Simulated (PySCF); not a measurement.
**Electron correlation in Ca (calcium, neutral)**

[Ar] 4s2, closed-shell 1S. Calculation: PySCF 2.14, in cc-pVDZ-X2C (5s4p2d, 27 functions); scalar relativity by spin-free X2C-1e. Frozen: [Ar]; 2 electrons correlated.

Total MP2 correlation energy: -17.31 mhartree.

Same-spin part 0.00 and opposite-spin part -17.31 mhartree; SCS-MP2 scales them by 1/3 and 6/5 to -20.78 mhartree.

With two correlated electrons CCSD is exact within the correlated space (frozen core and kept virtual orbitals).

```tsv
level	correlation energy (mhartree)
CCSD	-27.85
```

Diagnostics: T1 = 0.013, D1 = 0.0180, largest double amplitude 0.130.

Task: Is a single reference adequate?

Result: Mostly. T1 lies below 0.03, but a double amplitude of this size points to a near-degeneracy that CCSD handles and MP2 describes poorly.
